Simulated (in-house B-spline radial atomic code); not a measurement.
**RPA and G0W0 on LDA exchange-only: S V (S4+)**

Configuration [Ne] 3s2, mean-field start LDA exchange-only. Computed with a B-spline radial code for spherical atoms: all electrons, non-relativistic, point nucleus, each spin shell either full or empty, empty states to l = 9 with an (l + 1/2)⁻⁴ tail; G0W0 by contour deformation at full frequency.

Command:
```bash
python run_gw.py task.json out
```
Settings (radii: box in bohr, nucleus in fm):
```
Z                        16
electrons                12
configuration            [Ne] 3s2
hamiltonian              nr
method                   lda,
lmax                     9
spin_polarised           False
box_radius               11.96
intervals                48
ion_configuration        [Ne] 3s1
```

Run time, properties included: 2.7 s on 1 thread of Arm Neoverse N1, on a shared host.

Energies (hartree):

```
                                     term       value
                         mean-field total  -391.44042
Hartree-Fock functional on these orbitals  -393.35479
                      direct second order    -0.86986
                    second-order exchange     0.31903
                         SOSEX correction     0.28075
```

(1) What is the RPA correlation energy, and what remains with SOSEX?

Quasi-particle levels (eV):

```json
{"level": "3s", "occupied": "yes", "mean field": "-64.38", "Σx - vxc": "-6.52", "Σc": "?", "QP weight": "?", "G0W0": "?"}
{"level": "2p", "occupied": "yes", "mean field": "-213.88", "Σx - vxc": "-27.90", "Σc": "5.57", "QP weight": "0.857", "G0W0": "-236.20"}
{"level": "3p", "occupied": "no", "mean field": "-52.24", "Σx - vxc": "6.25", "Σc": "-1.90", "QP weight": "0.937", "G0W0": "-47.89"}
```

G0W0 = mean field + (Σx - vxc) + Σc, with Σc (partial-wave tail included) taken at the quasi-particle energy. Levels of low weight are left out.

(2) Where does G0W0 put 3s?

(3) What does it cost to remove one electron (to [Ne] 3s1) by differences of total energies, each species on its own start (correlation terms add to the Hartree-Fock functional)?

Results:

(1) RPA gives -0.75577 hartree (-1.71 eV per electron); RPA + SOSEX gives -0.47502, and the second-order doubles -0.55083 hartree (no singles). SOSEX takes back 37 % of the RPA value.

(2) At -72.94 eV, with Σc = -2.05 eV and a quasi-particle weight of 0.951. The tabulated removal energy is 72.594 eV (NIST, measured); the calculation leaves out relativity, Breit and QED terms, and what these don't explain is the method's own error.

(3) LDA exchange-only 70.63 eV, Hartree-Fock functional 70.58 eV, + RPA 72.98 eV, + RPA + SOSEX 72.35 eV, + second order 73.17 eV. Tabulated: 72.594 eV (NIST, measured); the calculation leaves out relativity, Breit and QED terms, and what these don't explain is the method's own error.
